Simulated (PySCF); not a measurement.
A structure optimised at PBE0-D3(BJ)/def2-SVP, used in a PySCF frequency run:

```xyz
12

B     -0.2067     0.9155     0.1122
F     -0.2411     2.1562    -0.3817
O     -1.1839     0.4937     0.9561
H     -1.8342     1.1800     1.1326
O      0.8163     0.1222    -0.2508
C      0.9004    -1.2144     0.2043
C      0.0740    -2.1458    -0.6545
H      1.9648    -1.4932     0.1618
H      0.5794    -1.2770     1.2577
H      0.3765    -2.0709    -1.7098
H      0.2062    -3.1891    -0.3300
H     -0.9954    -1.8981    -0.5786
```

Write its SMILES and formula.

CCOB(O)F, C₂H₆BFO₂

What are its rotational constants (standard atomic weights)?

7.0364, 2.2245, 1.9314 GHz
